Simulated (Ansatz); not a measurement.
`C[CH2][SnH2][SiH3]` + `OC(F)[SiH3]` → `FC([SiH3])O[SiH3]` + `C[CH2][SnH3]`  (cleavage of the Si–Sn bond)

Calculated with Ansatz (gas phase, PBE0-D4/def2-TZVP geometries, no zero-point term in ΔE). CCSD(T)/CBS is the MP2 limit (def2-TZVPP, def2-QZVPP) plus CCSD(T) − MP2 in def2-TZVPP, frozen cores. Elements past krypton have def2 core potentials. For Sn outer-core shells are correlated without core-valence functions, which leaves a few kJ/mol of doubt a bond. Each species was taken in one conformer, which may not be the lowest.

```json
{"species": "`C[CH2][SnH2][SiH3]`", "CCSD(T)/CBS(def2) energy (Eh)": "-585.21270"}
{"species": "`OC(F)[SiH3]`", "CCSD(T)/CBS(def2) energy (Eh)": "-505.08050"}
{"species": "`FC([SiH3])O[SiH3]`", "CCSD(T)/CBS(def2) energy (Eh)": "-795.39163"}
{"species": "`C[CH2][SnH3]`", "CCSD(T)/CBS(def2) energy (Eh)": "-294.92046"}
```

Q: Work out ΔE.

A: ΔE = (-795.39163) + (-294.92046) − (-585.21270) − (-505.08050) = -0.01889 Eh = -0.51 eV.

Largest T1 diagnostic among the species: 0.012.

In def2-TZVPP, CCSD(T) changes the Hartree–Fock value by +0.21 eV (the triples alone add +0.02 eV) and MP2 by +0.20 eV. From PBE to PBE0 (25 % exact exchange), in def2-TZVPP and without D4, ΔE moves by −0.05 eV.
